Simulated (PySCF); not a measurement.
Si(H)2(Me)2 cation (C₂H₈Si), SMILES [SiH2](C)C (connectivity only; charge and spin as stated), charge +1, multiplicity 2.

Geometry optimised at B3LYP-D3(BJ)/def2-SVP. The geometry has at least one imaginary mode, so it is a saddle point at that level. The spin state was assumed, not searched. The isomer is the one that the SMILES or the coordinates give; other isomers of the formula were not compared.

These are SMD-PBE0/6-31G* in PySCF values and carry that method's errors.

Solvation free energies are E(SMD) − E(gas) at the gas-phase geometry, for 1 M in both phases.

```tsv
solvent	ΔG(solv) (kcal/mol)	its non-electrostatic (CDS) part
water	-56.7	4.2
chloroform	-48.8	-0.1
benzene	-34.8	-0.1
```
